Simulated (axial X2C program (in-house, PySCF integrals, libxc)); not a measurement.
# FeS⁻: cheaper levels and CCSD(T), with spin–orbit coupling

Computed with an axial X2C code built on PySCF integrals. Two-component (2c) means X2C with spin–orbit coupling and atomic mean-field two-electron Coulomb and Gaunt terms. Basis: Fe dyall-acv3z [10s11p7d4f2g], S dyall-av3z [9s8p3d2f] (cores contracted in-house); Gaussian nuclei, density fitting, unrestricted open shells. Masses: Fe 55.935 u, S 31.972 u.

State: Ω = 9/2 (⟨Sz⟩ = 2.50, ⟨Lz⟩ = 2.00 at HF); fragments Fe + S-.

| level | Re (Å) | ωe (cm⁻¹) |
| --- | --- | --- |
| PBE0 | 2.115 | 461.9 |
| HF | 2.215 | 445.8 |
| MP2 | 2.154 | 447.4 |
| CCSD | 2.150 | 452.3 |
| B97-3 | 2.146 | 442.2 |

Correlated methods: 15 electrons correlated (number of frozen shells: Fe 3 s, 2 p; S 2 s, 1 p), 281 virtual spin orbitals or spinors in MP2, 90 natural virtuals in coupled cluster.

CCSD(T), same Hamiltonian and basis:

Re = 2.148 Å, ωe = 447.8 cm⁻¹; T1 = 0.029 (Lee–Taylor normalisation).

Question: Give the differences from CCSD(T) in the columns below.

Answer: 

```csv
level,ΔRe (Å),Δωe (cm⁻¹)
PBE0,-0.033,14
HF,0.067,-2
MP2,0.006,0
CCSD,0.002,4
B97-3,-0.002,-6
```

The state is a single determinant with fixed occupations, the lowest that a limited PBE0 search found. De is not given where an atomic determinant may have missed its ground term or J level, or where the truncated virtual space spoils (T). Density functionals use the spin component along the axis (collinear). Coupled cluster ran in a truncated set of natural virtual spinors; the MP2 energy of the rest was added. (T) has no such correction and the atoms are truncated less, which lowers De at CCSD(T) by a hundredth of an eV or more. PBE0 can misorder states that lie within some tenths of an eV, so this need not be the ground state of the molecule. The nearest other spin-free determinant of the search, M_S = 3/2, Λ = 2, lies 0.13 eV up at the distance of the search. The functionals have no current-density term, which raises determinants with orbital currents, atoms included. With several unpaired electrons one determinant need not be a pure state. A state of lower Ω lies just above, and one determinant can place such states too high, so the state shown need not be the lowest. The search has Ω = 1/2 only 0.09 eV up. The highest occupied level of some functionals is positive through self-interaction error; at Hartree–Fock it is bound.
